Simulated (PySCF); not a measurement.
# Exact mass, isotope pattern and composition

Species: `CC#CC(C)(F)F`.

Calculated from isotope tables alone.

Problem. Molar mass and exact mass?

Solution. For C5H6F2, with standard atomic weights, 5 × 12.011 + 2 × 18.998 + 6 × 1.008 = 104.099 g/mol. From the most abundant isotopes (12C, 19F, 1H), 5 × 12.000000 + 2 × 18.998403 + 6 × 1.007825 = 104.0438 u.

Problem. What cluster does the molecular ion M+• show when like nominal masses merge?

Solution. 
| nominal mass | m/z (centroid) | relative intensity |
| --- | --- | --- |
| 104 | 104.0432 | 100.0 |
| 105 | 105.0466 | 5.5 |
| 106 | 106.0500 | 0.1 |

Cut off at 0.1 %. One electron mass, 0.00055 u, is taken off.

Problem. Double-bond equivalents and nitrogen rule?

Solution. (2 × 5 + 2 + 0 − 8)/2 = 2; the structure has 0 rings and 2 π bonds. The nominal mass 104 is even, with 0 nitrogens, as the rule says.

Problem. Elemental analysis, calculated?

Solution. C 57.69 %, F 36.50 %, H 5.81 %.

Problem. Protons, neutrons, electrons, and exact less nominal mass of the monoisotopic species?

Solution. 54 protons, 50 neutrons and 54 electrons; 104.0438 − 104 = +0.0438 u.

Problem. Which m/z would the protonated, sodiated and deprotonated molecule have?

Solution. [M+H]+ 105.0510, [M+Na]+ 127.0330, [M−H]− 103.0365, for the monoisotopic species (arithmetic only; whether such ions form is another matter).

Problem. What resolving power m/Δm just matches the spacing of the species with one 13C and with one 2H?

Solution. They lie 0.00292 u apart at mass 105.05, so m/Δm is about 36000.
